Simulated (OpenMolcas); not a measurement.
A calculation on Sb3+.

| Item | Value |
| --- | --- |
| Program | OpenMolcas |
| Method | RASSCF |
| Basis | ANO-RCC-VTZP [7s6p4d2f1g] |
| Scalar Hamiltonian | DKH2, point nucleus |
| Active space | 2 electrons in 9 orbitals (RAS2 5s 5p; RAS3 5d, at most 2 electrons) |
| State averaging | 2S+1 = 3 even, 3 roots; 2S+1 = 1 even, 7 roots; 2S+1 = 3 odd, 3 roots; 2S+1 = 1 odd, 3 roots |
| Spin-orbit coupling | state interaction with AMFI integrals over the reference wave functions, term energies averaged over their components |

Problem. Which level of the active space comes out lowest?

Solution. 5s2 1S0, with 100 % of that term; it is also the measured ground level.

Problem. How high does 5s 5p 3P* 1 lie?

Solution. 61497 cm-1 above the lowest level; measured 66700 cm-1 above the ground level, so the calculation is off by -8 %.

Problem. How high does 5p2 1D2 lie?

Solution. 149069 cm-1 above the lowest level; measured 155956 cm-1 above the ground level, so the calculation is off by -4 %.

Problem. How high does 5p2 3P1 lie?

Solution. 152560 cm-1 above the lowest level; measured 156388 cm-1 above the ground level, so the calculation is off by -2 %.

Measured values: Moore, Atomic Energy Levels, vol. III, NSRDS-NBS 35 (1971 reprint of NBS Circular 467, 1958).

Active for correlation alone: 5d; no level in the range computed is led by a configuration that fills it, so any true level of that kind is missing. Some terms mix strongly with configurations of 5d, whose occupation reaches 0.27 (5p2 1D). Computed and measured levels are paired by configuration, term and J; levels that our copy of the source lacks, or whose pairing is in doubt (as where it misses far off the trend of its configuration), stay unpaired and out of the deviations. Only configurations of the active space appear.

* marks odd parity.
